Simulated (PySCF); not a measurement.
Electronic structure of W²⁺ (tungsten, charge +2) at the M06-2X level

Configuration: [Xe] 4f14 5d3 6s1, high-spin 5F determinant (an excited configuration). All numbers are calculated (PySCF 2.14, scalar relativity by spin-free X2C-1e, in x2c-QZVPPall).

* Total energy: -16144.37 hartree
* One-electron energy: -22100.41 hartree
* Hartree (Coulomb) energy: 6285.90 hartree
* Exchange-correlation energy: -329.86 hartree
* ⟨S²⟩: 6.0017
* ⟨L²⟩: 12.009
* Sum of ⟨r⟩: 39.03 bohr
* Sum of ⟨r²⟩: 44.70 bohr²
* Langevin diamagnetic susceptibility: -35.4 ×10⁻⁶ cm³/mol
* Time after the integrals: roughly 16 core-seconds

```
shell  electrons  mean orbital energy (hartree)  spread (hartree)  rms radius, mean of both spins (bohr)
 1s α          1                    -2557.68519                 0                                 0.0208
 1s β          1                    -2557.68377                 0                                 0.0208
 2s α          1                     -444.17353                 0                                 0.0839
 2s β          1                     -444.16647                 0                                 0.0839
 2p α          3                     -390.13210                 0                                 0.0762
 2p β          3                     -390.12530                 0                                 0.0762
 3s α          1                     -103.81554                 0                                  0.215
 3s β          1                     -103.80937                 0                                  0.215
 3p α          3                      -87.65248                 0                                  0.216
 3p β          3                      -87.64781                 0                                  0.216
 3d α          5                      -68.31358           0.00199                                  0.197
 3d β          5                      -68.30699           0.00278                                  0.197
 4s α          1                      -22.45264                 0                                  0.479
 4s β          1                      -22.44041                 0                                  0.479
 4p α          3                      -17.08794                 0                                  0.510
 4p β          3                      -17.07636                 0                                  0.510
 4d α          5                      -10.08420           0.00959                                  0.552
 4d β          5                      -10.06742           0.00742                                  0.552
 5s α          1                       -3.96804                 0                                   1.13
 5s β          1                       -3.91763                 0                                   1.13
 5p α          3                       -2.54571                 0                                   1.31
 5p β          3                       -2.46300                 0                                   1.31
 4f α          7                       -2.29489           0.00110                                  0.673
 4f β          7                       -2.27570           0.01064                                  0.673
 5d α          3                       -0.95615                 0                                   1.96
 6s α          1                       -0.85479                 0                                   2.84
```

Spin-orbit coupling, absent here, splits the open shell strongly.

Densities and radii are taken from the X2C orbitals without a picture-change correction, which distorts them close to the nucleus.
